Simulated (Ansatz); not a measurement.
Gas-phase electronic energies from Ansatz, PBE0-D4/def2-TZVP geometries. CCSD(T)/CBS adds triple-zeta CCSD(T) − MP2 to the extrapolated MP2 energy (def2 sets, frozen cores). DFT in def2-TZVPP. B3LYP here is the variant with VWN-RPA as its local correlation; programs differ in this. HSE06 is defined as in plane-wave codes. One conformer a species, not always the lowest.

Consider the formal exchange of groups at a C–Si bond: `C[Si]N(C)C` + `C[SiH2]P` → `CC[SiH2]P` + `CN(C)[SiH]`.

`C[Si]N(C)C`:

Cartesian coordinates in Å:
```
C 1.879 0.631 1.203
Si 0.073 1.229 1.070
N -0.568 0.133 -0.089
C 0.075 -0.957 -0.786
C -1.959 0.267 -0.469
H 1.946 -0.406 1.551
H 2.410 0.697 0.247
H 2.414 1.256 1.922
H 1.119 -1.049 -0.494
H 0.033 -0.804 -1.872
H -0.429 -1.908 -0.572
H -2.058 0.460 -1.544
H -2.521 -0.647 -0.241
H -2.414 1.098 0.075
```

`C[SiH2]P`:

```xyz
10

C     0.545   -1.033   -0.982
Si   -0.248   -0.294    0.543
P    -0.890    1.825    0.099
H     0.822   -2.075   -0.805
H     1.449   -0.483   -1.255
H    -0.142   -1.000   -1.830
H     0.689   -0.370    1.698
H    -1.482   -1.046    0.904
H    -1.176    2.130    1.457
H     0.432    2.345    0.171
```

`CC[SiH2]P`:

Cartesian coordinates in Å:
```
C -0.577 1.544 0.458
C -1.158 0.270 -0.148
Si -0.012 -1.213 -0.038
P 1.905 -0.764 -1.148
H -1.287 2.373 0.405
H 0.330 1.858 -0.064
H -0.315 1.403 1.510
H -1.409 0.427 -1.202
H -2.096 0.002 0.352
H 0.238 -1.557 1.390
H -0.624 -2.397 -0.703
H 2.543 -1.958 -0.719
H 2.460 0.011 -0.094
```

`CN(C)[SiH]`:

Z-matrix (Å, degrees):
```
C
N 1 1.450
H 1 1.091 2 110.2
H 1 1.097 2 110.9 3 -120.2
H 1 1.097 2 110.9 3 120.2
C 2 1.447 1 112.0 3 -180.0
Si 2 1.712 1 119.7 3 0.0
H 6 1.097 2 110.8 1 59.6
H 6 1.097 2 110.7 1 -59.4
H 6 1.088 2 110.1 1 -179.9
H 7 1.532 2 94.7 1 -180.0
```

| level | ΔE (kJ/mol) | difference from CCSD(T)/CBS |
| --- | --- | --- |
| B3LYP-D4 | 46.2 | -0.5 |
| r2SCAN0-D4 | 50.5 | 3.8 |
| HSE06-D4 | 47.4 | 0.7 |
| BHLYP-D4 | 45.6 | -1.1 |
| PBE0 | 47.7 | 1.0 |
| BHLYP | 45.9 | -0.8 |
| CAM-B3LYP | 46.5 | -0.2 |
| LC-ωPBE | 48.4 | 1.7 |
| RPA@PBE/def2-TZVPP | 37.8 | -8.9 |
| HF/def2-SVP | 34.3 | -12.4 |
| MP2/def2-SVP | 33.7 | -13.0 |
| CCSD(T)/def2-SVP | 29.8 | -16.9 |
| MP2/def2-TZVPP | 47.4 | 0.7 |
| CCSD/def2-TZVPP | 43.7 | -3.0 |
| MP2/CBS(def2) | 49.8 | 3.1 |
| CCSD/CBS(def2) | 46.1 | -0.6 |
| CCSD(T)/CBS | 46.7 | 0 |

What do rigid-rotor, harmonic-oscillator terms from PBE0-D4/def2-TZVP frequencies (298.15 K, 1 bar) make of the CCSD(T)/CBS value? (Best estimate.)

The calculation gave: ΔZPE = +0.7 kJ/mol, ΔH = +45.8 kJ/mol, ΔS = -7 J/(mol·K), ΔG = +47.9 kJ/mol.

Largest T1 diagnostic among the species: 0.015.

Leaving LDA and LC-ωPBE aside and taking each functional with its dispersion term where it has one, the values, not all of them listed here, spread over 6.3 kJ/mol, from ωB97X-V to r2SCAN-D4. In def2-TZVPP, CCSD(T) changes the Hartree–Fock value by +3.3 kJ/mol (the triples alone add +0.7 kJ/mol) and MP2 by +6.3 kJ/mol. At CCSD(T), def2-SVP lies −16.9 kJ/mol from the extrapolated value and def2-TZVPP −2.4 kJ/mol.
